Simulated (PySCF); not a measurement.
**C₆ coefficients of unlike pairs at B3LYP**

Calculated with PySCF 2.14 from the dipole response of each species, C₆(A,B) = (3/π) ∫ α_A(iu) α_B(iu) du, in atomic units, from isotropic polarisabilities. For ions this is the dispersion term alone; charge-induced terms of lower order in 1/R come first.

```tsv
species	configuration	basis	relativity	α (bohr³)	C₆ (like pair)
Ru	[Kr] 4d7 5s1 (5F)	def2-QZVPPD with the def2 core potential (28 electrons) (7s5p4d4f2g)	core potential	58.85	544.6
C	[He] 2s2 2p2 (3P)	aug-cc-pVDZ-DK (4s3p2d)	spin-free X2C	11.84	47.03
Rh³⁺	[Kr] 4d6 (5D)	def2-TZVPPD with the def2 core potential (28 electrons) (6s4p3d2f1g)	core potential	4.167	18.61
Xe²⁺	[Kr] 4d10 5s2 5p4 (3P)	x2c-TZVPPall with one added diffuse shell each of s, p, d, f type (9s7p5d3f)	spin-free X2C	12.80	91.86
```

Task: Estimate C₆ for Xe²⁺ with Rh³⁺.

Result: The integral gives 39.44. The combination rule 2 C_A C_B / (C_A α_B/α_A + C_B α_A/α_B) gives 39.27 and the geometric mean 41.35.

No spin-orbit coupling is included.

The other pairs:

```
    pair     C₆
Xe²⁺, Ru  200.0
Rh³⁺, Ru  77.47
 Xe²⁺, C  63.89
   C, Ru  153.8
 Rh³⁺, C  25.56
```
